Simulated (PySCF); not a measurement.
# C₆ coefficients of unlike pairs at M06

Calculated with PySCF 2.14 from the dipole response of each species, C₆(A,B) = (3/π) ∫ α_A(iu) α_B(iu) du, in atomic units, from isotropic polarisabilities. For ions this is the dispersion term alone; charge-induced terms of lower order in 1/R come first.

```
species           configuration                                                                 basis      relativity  α (bohr³)  C₆ (like pair)
   Ne³⁺       [He] 2s2 2p3 (4S)                                              aug-cc-pVQZ (6s5p4d3f2g)            none     0.6882          0.6015
     Pd          [Kr] 4d10 (1S)                           aug-cc-pwCVTZ-PP with ECP28MDF (8s8p7d4f3g)  core potential      24.42           160.8
    Ta⁺  [Xe] 4f14 5d3 6s1 (5F)  def2-QZVPPD with the def2 core potential (60 electrons) (7s6p4d3f2g)  core potential      44.46           380.4
```

(1) Estimate C₆ for Ta⁺ with Pd.

No spin-orbit coupling is included.

The other pairs:

```
     pair     C₆
 Pd, Ne³⁺  8.545
Ta⁺, Ne³⁺  11.41
```

Results:

(1) The integral gives 241.5. The combination rule 2 C_A C_B / (C_A α_B/α_A + C_B α_A/α_B) gives 243.9 and the geometric mean 247.3.
